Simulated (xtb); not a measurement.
C3H9Al, singlet, from a rough starting geometry (GFN-xTB shapes and energies of metal compounds can be far from the true ones); GFN2-xTB run with xtb.

Input for xtb:
```
$ xtb mol.xyz --gfn 2 --opt vtight --json

# file mol.xyz
13

Al     0.03107321     0.04813931     0.03965576
C     -1.41447909    -1.42658167    -0.15629744
H     -1.10674457    -2.19806584    -0.89352708
H     -2.36323493    -1.01310143    -0.53345246
H     -1.51529835    -1.91686349     0.81784562
C     -0.19312805     1.70616681    -1.06765423
H      0.60653246     1.77911112    -1.79751131
H     -0.08410213     2.58073137    -0.39211319
H     -1.08111836     1.77088477    -1.51374932
C      1.56252809    -0.26006901     1.20012728
H      1.97617755     0.64666500     1.54981571
H      2.42796004    -0.80804824     0.68429233
H      1.33317983    -0.84266973     2.07296037
```

What the program printed (banner, timings and long lists left out):

```
   ID    Z sym.   atoms
    1   13 Al     1
    2    6 C      2, 6, 10
    3    1 H      3-5, 7-9, 11-13

           -------------------------------------------------
          |                Calculation Setup                |
           -------------------------------------------------

           -------------------------------------------------
          |                 G F N 2 - x T B                 |
           -------------------------------------------------

          ...................................................
          :                      SETUP                      :
          :.................................................:
          :  # basis functions                  31          :
          :  # atomic orbitals                  30          :
          :  # shells                           18          :
          :  # electrons                        24          :
          :  max. iterations                   250          :
          :  Hamiltonian                  GFN2-xTB          :
          :  restarted?                      false          :
          :  GBSA solvation                  false          :
          :  PC potential                    false          :
          :  electronic temp.          300.0000000     K    :
          :  accuracy                    1.0000000          :
          :  -> integral cutoff          0.2500000E+02      :
          :  -> integral neglect         0.1000000E-07      :
          :  -> SCF convergence          0.1000000E-05 Eh   :
          :  -> wf. convergence          0.1000000E-03 e    :
          :  Broyden damping             0.4000000          :
          :  net charge                          0          :
          :  unpaired electrons                  0          :
          ...................................................

 iter      E             dE          RMSdq      gap      omega  full diag
   1    -12.1853042 -0.121853E+02  0.112E+01    4.29       0.0  T
   2    -12.2047518 -0.194477E-01  0.692E+00    4.17       1.0  T
   3    -12.2043256  0.426270E-03  0.110E+00    4.00       1.0  T
   4    -12.2089613 -0.463575E-02  0.511E-01    4.32       1.0  T
   5    -12.2103099 -0.134858E-02  0.390E-01    4.24       1.0  T
   6    -12.2102076  0.102314E-03  0.155E-01    4.20       1.0  T
   7    -12.2103314 -0.123808E-03  0.535E-02    4.22       1.0  T
   8    -12.2103455 -0.140840E-04  0.182E-02    4.24       1.5  T
   9    -12.2103460 -0.524801E-06  0.162E-02    4.23       1.7  T
  10    -12.2103489 -0.293243E-05  0.378E-03    4.24       7.3  T
  11    -12.2103489  0.137617E-07  0.201E-03    4.24      13.8  T
  12    -12.2103489 -0.226155E-07  0.340E-04    4.24      81.5  T
  13    -12.2103489 -0.233719E-09  0.134E-04    4.24     206.3  T

   *** convergence criteria satisfied after 13 iterations ***

         :::::::::::::::::::::::::::::::::::::::::::::::::::::
         ::                     SUMMARY                     ::
         :::::::::::::::::::::::::::::::::::::::::::::::::::::
         :: total energy             -12.018256054027 Eh    ::
         :: gradient norm              0.131990131589 Eh/a0 ::
         :: HOMO-LUMO gap              4.237393710872 eV    ::
         ::.................................................::
         :: SCC energy               -12.210327835761 Eh    ::
         :: -> isotropic ES            0.029963616282 Eh    ::
         :: -> anisotropic ES          0.003827141408 Eh    ::
         :: -> anisotropic XC          0.000861296822 Eh    ::
         :: -> dispersion             -0.005049581374 Eh    ::
         :: repulsion energy           0.192071781734 Eh    ::
         :: add. restraining           0.000000000000 Eh    ::
         :: total charge               0.000000000000 e     ::
         :::::::::::::::::::::::::::::::::::::::::::::::::::::

      -----------------------------------------------------------
     |                   =====================                   |
[...]
 * total energy  :   -12.0313124 Eh     change       -0.4192089E-06 Eh
 * total energy  :   -12.0313126 Eh     change       -0.1951815E-06 Eh
 * total energy  :   -12.0313127 Eh     change       -0.1156789E-06 Eh
 * total energy  :   -12.0313129 Eh     change       -0.1869438E-06 Eh
 * total energy  :   -12.0313131 Eh     change       -0.1578138E-06 Eh
 * total energy  :   -12.0313133 Eh     change       -0.2480866E-06 Eh
 * total energy  :   -12.0313136 Eh     change       -0.2837374E-06 Eh
 * total energy  :   -12.0313139 Eh     change       -0.3268374E-06 Eh
 * total energy  :   -12.0313144 Eh     change       -0.4463444E-06 Eh
 * total energy  :   -12.0313148 Eh     change       -0.4834752E-06 Eh
 * total energy  :   -12.0313151 Eh     change       -0.2521553E-06 Eh
 * total energy  :   -12.0313152 Eh     change       -0.8653881E-07 Eh
   *** GEOMETRY OPTIMIZATION CONVERGED AFTER 54 ITERATIONS ***
         :: total energy             -12.031315177857 Eh    ::
[...]
        16                         -0.0560144              -1.5242
        17                         -0.0082729              -0.2251
        18                         -0.0082286              -0.2239
        19                          0.1583738               4.3096
        20                          0.2099610               5.7133
        21                          0.2099787               5.7138
        22                          0.2266389               6.1672
        23                          0.2266526               6.1675
       ...                                ...                  ...
        30                          0.7316557              19.9094
      -------------------------------------------------------------
                  HL-Gap            0.1697769 Eh            4.6199 eV
             Fermi-level           -0.2766440 Eh           -7.5279 eV

     #   Z          covCN         q      C6AA      α(0)
     1  13 Al       2.509     0.246    98.319    20.370
     2   6 C        3.608    -0.215    25.403     7.281
     3   1 H        0.924     0.042     2.417     2.431
     4   1 H        0.924     0.043     2.415     2.430
     5   1 H        0.924     0.048     2.346     2.395
     6   6 C        3.608    -0.215    25.403     7.281
     7   1 H        0.924     0.043     2.415     2.430
     8   1 H        0.924     0.042     2.416     2.431
     9   1 H        0.924     0.048     2.346     2.395
    10   6 C        3.608    -0.215    25.403     7.281
    11   1 H        0.924     0.048     2.346     2.395
    12   1 H        0.924     0.042     2.416     2.431
    13   1 H        0.924     0.043     2.415     2.430

 Mol. C6AA /au·bohr⁶  :       1482.811530
 Mol. C8AA /au·bohr⁸  :      49888.579667
 Mol. α(0) /au        :         63.983659

Wiberg/Mayer (AO) data.
largest (>0.10) Wiberg bond orders for each atom

 ---------------------------------------------------------------------------
     #   Z sym  total        # sym  WBO       # sym  WBO       # sym  WBO
 ---------------------------------------------------------------------------
     1  13 Al   3.647 --    10 C    1.016     6 C    1.016     2 C    1.016
     2   6 C    3.910 --     1 Al   1.016     3 H    0.927     4 H    0.927
                             5 H    0.926
     3   1 H    0.998 --     2 C    0.927
     4   1 H    0.998 --     2 C    0.927
     5   1 H    0.998 --     2 C    0.926
     6   6 C    3.910 --     1 Al   1.016     7 H    0.927     8 H    0.927
                             9 H    0.926
     7   1 H    0.998 --     6 C    0.927
     8   1 H    0.998 --     6 C    0.927
     9   1 H    0.998 --     6 C    0.926
    10   6 C    3.910 --     1 Al   1.016    13 H    0.927    12 H    0.927
                            11 H    0.926
    11   1 H    0.998 --    10 C    0.926
    12   1 H    0.998 --    10 C    0.927
    13   1 H    0.998 --    10 C    0.927
 ---------------------------------------------------------------------------

Topologies differ in total number of bonds
Writing topology from bond orders to xtbtopo.mol

molecular dipole:
                 x           y           z       tot (Debye)
 q only:       -0.000       0.000       0.000
   full:        0.000      -0.000       0.000       0.000
molecular quadrupole (traceless):
                xx          xy          yy          xz          yz          zz
 q only:       -0.070      -0.238      -0.190      -0.440       0.343       0.260
  q+dip:        0.215       0.727       0.565       1.333      -1.051      -0.780
   full:       -0.213      -0.720      -0.563      -1.320       1.037       0.776

optimized geometry written to: xtbopt.xyz

           -------------------------------------------------
          | TOTAL ENERGY              -12.031315177857 Eh   |
          | GRADIENT NORM               0.000036336491 Eh/α |
          | HOMO-LUMO GAP               4.619864051033 eV   |
           -------------------------------------------------
```
